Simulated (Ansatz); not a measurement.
Reaction (ligand exchange at a Zr–I bond): `[OH][Zr]([F])([Cl])[I]` + H₂Se → `[OH][Zr]([F])([Cl])[SeH]` + HI

Program: Ansatz. Geometries: PBE0-D4/def2-TZVP. ΔE: electronic, gas phase. CBS: MP2 limit from def2 TZ/QZ plus the TZ coupled-cluster correction, frozen cores. Functionals use def2-TZVPP. Elements past krypton have def2 core potentials. For I, Se, Zr outer-core shells are correlated without core-valence functions, which leaves a few kJ/mol of doubt a bond. Scalar relativity is left out up to krypton. Each species was taken in one conformer, which may not be the lowest.

```csv
level,ΔE (kJ/mol)
PBE-D4,46.3
r2SCAN-D4,49.9
ωB97X-V,50.8
ωB97M-V,49.7
```

Question: What does CCSD(T)/CBS give? (Best estimate.)

Answer: Ansatz gave: +50.0 kJ/mol. The listed levels differ from it by -3.7, -0.1, 0.8, -0.3 kJ/mol.

Largest T1 diagnostic among the species: 0.016.

From PBE to PBE0 (25 % exact exchange), in def2-TZVPP and without D4, ΔE moves by +3.1 kJ/mol. In def2-TZVPP, CCSD(T) changes the Hartree–Fock value by −9.9 kJ/mol (the triples alone add −0.3 kJ/mol) and MP2 by −5.0 kJ/mol.

CCSD(T)/CBS has its own doubt, a few kJ/mol and more with outer-core shells, so smaller differences from it don't rank the levels.
